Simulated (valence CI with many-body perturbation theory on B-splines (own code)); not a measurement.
## Ni¹³⁺: E2, M1, M2 decay

Level of theory: configuration interaction combined with many-body perturbation theory (CI+MBPT): five valence electrons over a frozen Dirac-Fock core [Ne], a basis of 11 s, 11 p, 10 d, 8 f, 5 g, 2 h functions for each j, with the one-electron correlation potential Σ1 (screened to all orders), the two-electron term Σ2, the three-electron term Σ3, Breit, model QED; selected single and double excitations, second order for the rest, scaled by the run's own slope (own B-spline code, finite nucleus).

No measured spectrum was set against this ion. As an estimate, levels of excited configurations hold to 0.05 to 0.15 % of their energy, terms of the ground configuration to about 0.5 %. Among the levels kept, up to 3200 cm⁻¹ of a level comes from second order outside the variational space, and about a tenth of that is noise between levels of different J, which matters for small intervals.

Lines 1 to 19 of 19 in falling wavelength, among levels below 1225600 cm⁻¹, chosen from the decays that carry over 1 % of a level's rate. Wavelengths and rates use the calculated energies, so an error of 200 cm⁻¹ moves a line at 267.4 nm by 0.53 % and its rate by three times that or more. Electric multipoles are in the length gauge, E1 and E2 with the static RPA response of the core. Weak lines are less certain than strong ones. Lines between different terms over intervals too small for the method are left out, as are lines whose strength nearly cancels. Branching is blank where the lifetime is uncertain.

Names give the largest LS component (configuration and term), which can be under half, so a name can repeat, a term be missing and a line seem to break the LS rules; names also repeat where a configuration has a term twice. Letters in brackets count levels of one name in rising energy.

| λ vac (nm) | Upper | Lower | Type | A (s⁻¹) | Branch % |
| --- | --- | --- | --- | --- | --- |
| 1281 | 3s2 3p3 2D°_5/2 | 3s2 3p3 2D°_3/2 | M1 | 4.30e+00 | 30.3 |
| 991.3 | 3s2 3p2 3d 4F_9/2 | 3s2 3p2 3d 4F_7/2 | M1 | 2.54e+01 |  |
| 267.4 | 3s2 3p2 3d 2G_9/2 | 3s2 3p2 3d 4D_7/2 | M1 | 2.14e+01 |  |
| 253.4 | 3s2 3p3 2P°_1/2 | 3s2 3p3 2D°_3/2 | M1 | 1.58e+02 | 23.7 |
| 231.6 | 3s2 3p3 2P°_3/2 | 3s2 3p3 2D°_5/2 | M1 | 2.09e+02 | 13.1 |
| 217.3 | 3s2 3p3 2D°_3/2 | 3s2 3p3 4S°_3/2 | M1 | 1.83e+02 | 100.0 |
| 196.2 | 3s2 3p3 2P°_3/2 | 3s2 3p3 2D°_3/2 | M1 | 6.02e+02 | 37.8 |
| 185.8 | 3s2 3p3 2D°_5/2 | 3s2 3p3 4S°_3/2 | M1 | 9.62e+00 | 67.9 |
| 185.8 | 3s2 3p3 2D°_5/2 | 3s2 3p3 4S°_3/2 | E2 | 2.54e-01 | 1.8 |
| 166.8 | 3s2 3p2 3d 2G_9/2 | 3s2 3p2 3d 2F_7/2 [a] | M1 | 1.36e+01 |  |
| 162.4 | 3s2 3p2 3d 2G_9/2 | 3s2 3p2 3d 4F_9/2 | M1 | 2.96e+02 |  |
| 139.5 | 3s2 3p2 3d 2G_9/2 | 3s2 3p2 3d 4F_7/2 | M1 | 1.79e+02 |  |
| 117.0 | 3s2 3p3 2P°_1/2 | 3s2 3p3 4S°_3/2 | M1 | 5.06e+02 | 76.0 |
| 103.1 | 3s2 3p3 2P°_3/2 | 3s2 3p3 4S°_3/2 | M1 | 7.69e+02 | 48.2 |
| 56.90 | 3s2 3p2 3d 2G_9/2 | 3s 3p4 2D_5/2 | E2 | 1.82e+01 |  |
| 51.66 | 3s2 3p2 3d 4F_9/2 | 3s 3p4 4P_5/2 | E2 | 6.97e+01 |  |
| 39.19 | 3s2 3p2 3d 2G_9/2 | 3s 3p4 4P_5/2 | E2 | 2.06e+01 |  |
| 21.93 | 3s2 3p2 3d 4F_9/2 | 3s2 3p3 2D°_5/2 | M2 | 6.16e+01 |  |
| 19.32 | 3s2 3p2 3d 2G_9/2 | 3s2 3p3 2D°_5/2 | M2 | 6.08e+00 |  |
